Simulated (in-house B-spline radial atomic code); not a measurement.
A fraction x of an electron is removed from 2s in Si2+, starting from [Ne] 3s2 and keeping the highest spin. Level of theory: non-relativistic RPBE, spin-polarised, spherical fractional occupations, point nucleus; calculated with an all-electron radial atomic-structure program (B-spline basis).

| x | E(x) - E(0) (eV) | 2s down level (eV) |
| --- | --- | --- |
| 0 | 0.0000 | -160.303 |
| 0.12 | 19.4569 | -163.983 |
| 0.19 | 31.0113 | -166.142 |
| 0.28 | ? | ? |
| 0.43 | 71.7793 | -173.607 |
| 0.5 | ? | ? |
| 0.56 | 94.6131 | -177.687 |
| 0.65 | 110.7326 | -180.526 |
| 0.8 | 138.1678 | -185.281 |
| 0.88 | 153.0921 | -187.828 |
| 1 | 175.8614 | - |

(1) What belongs in the row x = 0.28?

(2) What belongs in the row x = 0.5?

(3) Check Janak's theorem between x = 0.12 and 0.19.

Results:

(1) An energy change of 46.0894 eV; 2s down at -168.931 eV.

(2) An energy change of 84.0085 eV; 2s down at -175.801 eV.

(3) The slope of the energy is 165.06 eV; the orbital levels give 165.06 eV (-ε of the emptying orbital, averaged over the two points).
